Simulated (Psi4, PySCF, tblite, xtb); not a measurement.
Intermolecular potential of CH4 ··· CF4 (SMILES C and FC(F)(F)F), singlet. Monomers: optimised at B3LYP-D3(BJ) (def2-TZVP), held rigid. Orientation: lowest of the rigid-body minima from ten starts at GFN2-xTB. Only R, the distance of the centres of mass, is varied, so the lowest point isn't the relaxed dimer.

Computed with: RHF/LANL2DZ = restricted Hartree-Fock/LANL2DZ, no counterpoise correction run with PySCF; GFN2-xTB (tblite); GFN1-xTB (xtb); SAPT0/jun-cc-pVDZ, frozen core (Psi4).

Interaction energies in kJ/mol; the last columns give the difference from SAPT0:

```
R / Å  RHF/LANL2DZ  GFN2-xTB  GFN1-xTB  SAPT0/jun-cc-pVDZ  RHF/LANL2DZ − SAPT0/jun-cc-pVDZ  GFN2-xTB − SAPT0/jun-cc-pVDZ  GFN1-xTB − SAPT0/jun-cc-pVDZ
-----  -----------  --------  --------  -----------------  -------------------------------  ----------------------------  ----------------------------
3.02         30.02     11.01      7.39              24.24                             5.79                        -13.23                        -16.85
3.27          9.60     -1.29     -0.94               7.05                             2.55                         -8.34                         -7.99
3.44          3.65     -3.89     -2.35               2.21                             1.44                         -6.10                         -4.56
3.66          0.27     -4.64     -2.52              -0.44                             0.71                         -4.21                         -2.08
3.87         -0.81     -4.32     -2.19              -1.22                             0.42                         -3.10                         -0.97
4.08         -1.01     -3.72     -1.83              -1.32                             0.32                         -2.39                         -0.50
4.34         -0.83     -2.93     -1.44              -1.13                             0.30                         -1.80                         -0.31
4.68         -0.51     -2.07     -1.04              -0.80                             0.29                         -1.27                         -0.24
5.14         -0.23     -1.26     -0.66              -0.47                             0.24                         -0.80                         -0.19
5.89         -0.07     -0.57     -0.30              -0.20                             0.13                         -0.37                         -0.10
6.89         -0.02     -0.22     -0.11              -0.07                             0.05                         -0.15                         -0.03
8.17         -0.01     -0.07     -0.03              -0.03                             0.02                         -0.05                         -0.01
```

RHF/LANL2DZ is furthest from SAPT0/jun-cc-pVDZ at 3.02 (5.79 kJ/mol, above); its mean absolute difference over the points is 1.02 kJ/mol.

GFN2-xTB is furthest from SAPT0/jun-cc-pVDZ at 3.02 (-13.23 kJ/mol, below); its mean absolute difference over the points is 3.48 kJ/mol.

GFN1-xTB is furthest from SAPT0/jun-cc-pVDZ at 3.02 (-16.85 kJ/mol, below); its mean absolute difference over the points is 2.82 kJ/mol.
